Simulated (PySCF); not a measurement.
CCl₃F.

```xyz
5

F      0.0000     0.0000     1.5902
C      0.0000     0.0000     0.2571
Cl     1.4634     0.8449    -0.3109
Cl     0.0000    -1.6898    -0.3109
Cl    -1.4634     0.8449    -0.3109
```

Coordinates come from a B3LYP-D3(BJ)/def2-SVP optimisation.

Level of theory: PBE/pcSseg-1 (PySCF). Non-relativistic, no solvent.

Q: Give the absolute GIAO shielding of each atom: isotropic value and principal components (ppm). (Estimate from the structure and the level; the computed values follow.)

A: 
```tsv
atom	σ(iso)	σ11	σ22	σ33	span
F1	135.4	122.2	122.2	161.8	39.6
C2	25.3	23.9	23.9	28.0	4.1
Cl3	317.9	-15.4	44.2	924.8	940.2
Cl4	317.9	-15.4	44.2	924.8	940.2
Cl5	317.9	-15.4	44.2	924.8	940.2
```
